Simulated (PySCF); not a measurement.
## C₆ coefficients of unlike pairs at BHandHLYP

Calculated with PySCF 2.14 from the dipole response of each species, C₆(A,B) = (3/π) ∫ α_A(iu) α_B(iu) du, in atomic units, from isotropic polarisabilities. For ions this is the dispersion term alone; charge-induced terms of lower order in 1/R come first.

| species | configuration | basis | relativity | α (bohr³) | C₆ (like pair) |
| --- | --- | --- | --- | --- | --- |
| Ge²⁺ | [Ar] 3d10 4s2 (1S) | aug-cc-pVTZ-PP with one added diffuse shell each of s, d, f type with ECP10MDF (7s5p5d3f) | core potential | 10.72 | 40.09 |
| Rh⁺ | [Kr] 4d8 (3F) | aug-cc-pVTZ-PP with one added diffuse shell each of s, p, d, f, g type with ECP28MDF (7s7p6d4f3g) | core potential | 12.69 | 78.38 |
| C²⁺ | [He] 2s2 (1S) | x2c-TZVPPall with one added diffuse shell each of s, p, d type (6s4p3d1f) | spin-free X2C | 4.371 | 6.753 |
| Kr | [Kr] (1S) | dyall-av2z (16s12p8d) | none | 15.33 | 118.3 |

Problem. Estimate C₆ for C²⁺ with Rh⁺.

Solution. The integral gives 22.43. The combination rule 2 C_A C_B / (C_A α_B/α_A + C_B α_A/α_B) gives 22.71 and the geometric mean 23.01.

No spin-orbit coupling is included.

The other pairs:

```tsv
pair	C₆
Rh⁺, Ge²⁺	54.62
Kr, C²⁺	27.88
Kr, Rh⁺	95.65
C²⁺, Ge²⁺	16.45
Kr, Ge²⁺	67.86
```
